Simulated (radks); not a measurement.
Values are calculated unless marked as measured or tabulated.
Valence configurations of Zr3+ (all share [Kr]). Level of theory: Dirac Kohn-Sham, LDA (Slater exchange, Perdew-Wang correlation), spin-unpolarised, spherical densities, point nucleus; open shells fill j = l - 1/2 first (a radial shooting solver on a logarithmic mesh with Libxc functionals). Energies are relative to 4d1; eigenvalues in eV.

valence      E (eV)  e(4d3/2)  e(5p1/2)  e(5s1/2)
4d1           0.000   -28.468         -         -
4d0.5 5s0.5   2.149   -29.970         -   -25.434
5s1           4.561         -         -   -26.340
4d0.5 5p0.5   4.785   -30.372   -20.465         -
5p1           9.951         -   -21.473         -

NIST lists [Kr] 4d1 as the ground configuration; this level of theory agrees among the configurations tried. The energies are those of spherical spin-averaged densities, not of single terms.
